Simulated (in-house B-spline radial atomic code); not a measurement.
# Excitations of the selenium ion Se⁶⁺ by several methods

Full response, energies in eV; labels give the largest channel, * marks a mixed state, a dash one above the method's threshold, and an imaginary frequency an unstable closed-shell reference. Computed with an all-electron radial atomic-structure program (B-spline basis): linear response of the closed shell [Ar] 3d10 with each method's own kernel (bare exchange for TDHF, static screening on G0W0 levels for BSE, the adiabatic kernel for functionals); scalar-relativistic (spin-free one-electron X2C), finite nucleus, no spin-orbit coupling, no double excitations, S, P, D and F terms only. Only terms of natural parity with L up to 3 were computed.

| method | 3d → 4s 3D | 3d → 4s 1D | 3d → 4p 3P | α (bohr³) |
| --- | --- | --- | --- | --- |
| TDHF | 56.32 | 57.32 | 71.07 | 0.3603 |
| BSE on G0W0@HF | 54.90 | 55.80 | 69.89 | 0.3579 |
| LDA VWN5 | 50.10 | 50.80 | 65.23 | 0.3905 |
| PBE | 49.56 | 50.34 | 64.61 | 0.3908 |
| PBE0 | 51.55 | 52.36 | 66.58 | 0.3813 |
| B3LYP (VWN-RPA) | 50.41 | 51.30 | 65.32 | 0.385 |
| CAM-B3LYP | 50.23 | 51.13 | 65.10 | 0.3856 |
| LC-wPBE | 49.71 | 50.48 | 64.69 | 0.3903 |
| wB97X | 52.73 | 53.30 | 67.69 | 0.382 |
| HSE06 | ? | ? | ? | ? |
| BHandHLYP | 52.34 | 53.32 | 67.15 | 0.3751 |
| BLYP | 48.67 | 49.59 | 63.55 | 0.3931 |
| PBEsol | 49.94 | 50.71 | 64.96 | 0.3901 |
| BP86 | 50.35 | 51.06 | 65.49 | 0.3896 |
| LDA exchange-only | ? | ? | ? | ? |
| B97-1 | 51.55 | 52.16 | 66.68 | 0.3822 |
| RPBE | 49.40 | 50.17 | 64.41 | 0.3906 |
| OLYP | 49.47 | 50.35 | 64.16 | 0.3841 |

Q: What does LDA exchange-only give?

A: 3d → 4s 3D: 49.16; 3d → 4s 1D: 50.01; 3d → 4p 3P: 64.04; α: 0.3951 (eV, bohr³).

Q: What does HSE06 give?

A: 3d → 4s 3D: 51.45; 3d → 4s 1D: 52.26; 3d → 4p 3P: 66.50; α: 0.3821 (eV, bohr³).
